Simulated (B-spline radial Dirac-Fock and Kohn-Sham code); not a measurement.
## What relativity does to the binding energies of Pm⁵⁷⁺

System: Pm⁵⁷⁺, configuration [He] 2s2.

Both columns are ΔSCF binding energies of the configuration average from a radial atomic solver: non-relativistic Hartree-Fock with a point nucleus, and Dirac-Fock with a finite nucleus and the Coulomb interaction alone, averaged over the two j levels with weights 2j+1.

```tsv
shell	Hartree-Fock (eV)	Dirac-Fock (eV)	shift (eV)	shift (%)
1s	48945.0	51581.4	+2636.40	+5.39
2s	11759.1	12551.4	+792.36	+6.74
```

Relativity binds 1s, 2s more strongly, among those listed most of all 2s in relative terms.

Values without a named source are computed, but for edge energies of neutral atoms, which are taken from tables.
